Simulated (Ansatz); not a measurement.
Computed with Ansatz on PBE0-D4/def2-TZVP structures; ΔE is electronic, products minus reactants. CCSD(T)/CBS adds triple-zeta CCSD(T) − MP2 to the extrapolated MP2 energy (def2 sets, frozen cores). Functionals use def2-TZVPP. Elements past krypton have def2 core potentials. For Sb outer-core shells are correlated without core-valence functions, which leaves a few kJ/mol of doubt a bond. Each species was taken in one conformer, which may not be the lowest.

Consider the isomerisation: `O[PH][SbH2]` → `P[O][SbH2]`.

| level | ΔE (eV) |
| --- | --- |
| B97M-V | 0.23 |
| RPA@PBE/def2-TZVPP | 0.19 |

Question: What does CCSD(T)/CBS give? (Best estimate.)

Answer: Ansatz gave: +0.30 eV. The listed levels differ from it by -0.07, -0.11 eV.

Question: What do rigid-rotor, harmonic-oscillator terms from PBE0-D4/def2-TZVP frequencies (298.15 K, 1 bar) make of the CCSD(T)/CBS value? (An estimate is asked.)

Answer: Ansatz gave: ΔZPE = -0.07 eV, ΔH = +0.24 eV, ΔS = 15 J/(mol·K), ΔG = +0.20 eV. Modes under 50 cm⁻¹ make the entropy rough.

Largest T1 diagnostic among the species: 0.015.

In def2-TZVPP, CCSD(T) changes the Hartree–Fock value by +0.12 eV (the triples alone add +0.02 eV) and MP2 by +0.14 eV. Leaving LDA and LC-ωPBE aside and taking each functional with its dispersion term where it has one, the values, not all of them listed here, spread over 0.22 eV, from B97M-V to HSE06-D4. LDA lies +0.08 eV from PBE without D4.
